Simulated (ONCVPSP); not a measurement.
# Mo (Z = 42): ONCV pseudisation with PBE, scalar-relativistic reference atom.

molybdenum, optimised norm-conserving Vanderbilt (ONCV), made with ONCVPSP 4.0.1 (PBE, scalar-relativistic). Core [Ar] 3d10, reference 4s2 4p6 4d5 5s1. Waves: 4s+5s: rc 2.05 bohr, ncon 5, nbas 8, qcut 5.6 1/bohr, 2 projectors; 4p: rc 1.70 bohr, ncon 4, nbas 7, qcut 7.3 1/bohr, 2 projectors, debl 0.9 Ha; 4d: rc 1.75 bohr, ncon 3, nbas 7, qcut 5.8 1/bohr, 2 projectors, debl 2.9 Ha. Local part: polynomial inside 1.25 bohr (lpopt 4, dvloc0 6 Ha). Core correction: Teter function, fcfact 2, rcfact 1.15.

In the p channel the program set the typed energies aside and used -1.414, 0.250 Ha.

All-electron outer shells of the reference configuration (PBE, scalar-relativistic, ld1.x):

```
shell  level (eV)  outermost node (bohr)  outermost maximum (bohr)
   3d     -220.98                      –                      0.32
   4s      -64.35                   0.51                      0.99
   4p      -38.49                   0.52                      1.08
   5s       -4.09                   1.34                      2.93
   4d       -3.75                   0.53                      1.38
```

(1) Estimate the cutoffs (Ha) at which the residual kinetic energy of the hardest occupied pseudo-wave falls to 1 and 0.1 mHa per electron.

(2) Does the potential have ghost states?

(3) Which valence shell sets the plane-wave cutoff?

(4) Tests: 4s2 4p6 4d5 5s0; 4s2 4p6 4d4 5s0; 4s2 4p6 4d3 5s0; 4s2 4p6 4d4 5s1. Which has the largest error in its energy relative to the reference configuration, and how large is it?

Answers

(1) 16 Ha and 42 Ha.

(2) No bound ghost flagged; no localised positive-energy state flagged.

(3) 4d: 16 Ha for 1 mHa per electron, against 13 Ha for 4s.

(4) 4s2 4p6 4d4 5s0, with -3.8 meV (all-electron minus pseudo) on +22.35 eV.
